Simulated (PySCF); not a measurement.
BF₂, SMILES F[B]F (connectivity only; charge and spin as stated), charge +1, multiplicity 1.

The structure is a stationary point at ωB97X-D3(BJ)/def2-TZVP. The spin state was assumed, not searched. The isomer is the one that the SMILES or the coordinates give; other isomers of the formula were not compared.

Method: PBE/def2-TZVPD (PySCF).

The molecule is in vacuum.

```
Quantity                                                         Value
------------------------------------------------  --------------------
total energy                                        -224.12714 hartree
point group                                                        D∞h
highest occupied level                                       -20.53 eV
lowest empty level                                            -9.52 eV
orbital gap                                                   11.01 eV
dipole moment about the centre of nuclear charge                0.00 D
mean static polarisability                        11.0 bohr³ (1.63 Å³)
polarisability, principal values                  8.8, 8.8, 15.4 bohr³
```
